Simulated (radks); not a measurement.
Task: Successive ionisation energies (eV) of one element, from differences of total energies of ions in their ground configurations, starting at charge 0: 11.922, 21.039, 30.932, 41.470, 54.604, 66.532, 93.093, 107.00, 178.98, 204.10, 230.03, 256.72, 284.16, 312.31, 343.95, 373.70, 404.10, 435.15, 551.28, 584.18, 617.48, 651.12. Method: Dirac Kohn-Sham, BLYP, spin-unpolarised, spherical densities, finite nucleus; open shells fill j = l - 1/2 first; Fermi nuclear charge, rms radius 4.7859 fm; computed with a radial shooting solver on a logarithmic mesh with Libxc functionals. Which element is it?

Result: Xenon (Z = 54). The first species listed is Xe in [Xe], the last Xe21+ in [Ar] 3d10 4s2 4p3.
